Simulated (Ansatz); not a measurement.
Level of theory: frozen-core CCSD(T)/cc-pVTZ // PBE0-D3(BJ)/def2-TZVP (Ansatz, a program for electronic structure). The restricted HF reference is unstable towards unrestricted orbitals.

Ansatz 0.2 input:
```yaml
crystal:
  periodic: [false, false, false]
  atoms:
    - { symbol: B, position_ang: [-1.743075, 0.00458, 0.118772] }
    - { symbol: B, position_ang: [-0.187077, -0.099325, 0.237273] }
    - { symbol: C, position_ang: [1.22195, -0.160737, 0.343436] }
    - { symbol: N, position_ang: [2.424619, -0.323864, 0.408321] }
    - { symbol: H, position_ang: [-2.459034, -0.183248, 1.061412] }
    - { symbol: H, position_ang: [-2.261868, 0.278056, -0.927272] }
    - { symbol: H, position_ang: [3.004491, 0.484541, 0.646541] }
basis:
  gaussian: { orbitals: cc-pVTZ }
correlation:
  method: ccsd_t
```

Output:

```
Functional definition: HF
942 factors; integrals over basis functions are off by at most 1.2e-3 eV
mean field evaluation 1: about -3898.6325 eV, gradient 2.5e1 eV
mean field evaluation 2: about -3898.6366 eV, gradient 2.5e1 eV
mean field evaluation 4: about -3900.8451 eV, gradient 5.0e0 eV
mean field evaluation 8: about -3900.9585 eV, gradient 1.8e-1 eV
mean field evaluation 16: about -3900.9395 eV, gradient 1.3e0 eV
mean field evaluation 32: about -3897.9658 eV, gradient 3.2e0 eV
mean field evaluation 64: about -3878.9607 eV, gradient 2.0e1 eV
mean field -3900.95892465 eV, -143.3575963159 hartree, gradient 5.7e-6 eV, S^2 0.000000; 2 other end points of the search recorded, 0 dependent functions left out; unrestricted orbitals would lower it
mean field evaluation 96: about -3900.9085 eV, gradient 3.3e0 eV
determinant -3900.95892465 eV, -143.3575963159 hartree, with singles and doubles -3916.49616101 eV, -143.9285792207 hartree
determinant -3898.01192088 eV, -143.2492959251 hartree, with singles and doubles -3913.49500244 eV, -143.8182886775 hartree
4 core orbitals not correlated
reference -3900.95892465 eV, -143.3575963159 hartree; 9, 9 occupied and 149, 149 virtual orbitals, 942 factors
second order -14.49869107 eV of doubles, -0.00000000 eV of singles
cycle   1  -15.29535701 eV  change    -1.1e0 eV  update   2.8e-2
cycle   2  -15.33967120 eV  change   -4.4e-2 eV  update   7.0e-3
cycle   3  -15.33453995 eV  change    5.1e-3 eV  update   4.1e-3
cycle   4  -15.33650683 eV  change   -2.0e-3 eV  update   1.8e-3
cycle   5  -15.33722889 eV  change   -7.2e-4 eV  update   1.1e-3
cycle   6  -15.33737125 eV  change   -1.4e-4 eV  update   3.8e-4
cycle   7  -15.33754582 eV  change   -1.7e-4 eV  update   1.7e-4
cycle   8  -15.33764378 eV  change   -9.8e-5 eV  update   6.4e-5
cycle   9  -15.33761849 eV  change    2.5e-5 eV  update   2.8e-5
cycle  10  -15.33760098 eV  change    1.8e-5 eV  update   1.1e-5
perturbative correction -0.80602253 eV, -0.0296207817 hartree
Total energy: -3917.10254816 eV, -143.9508635373 hartree
```

Cost: very roughly 25 core-seconds.
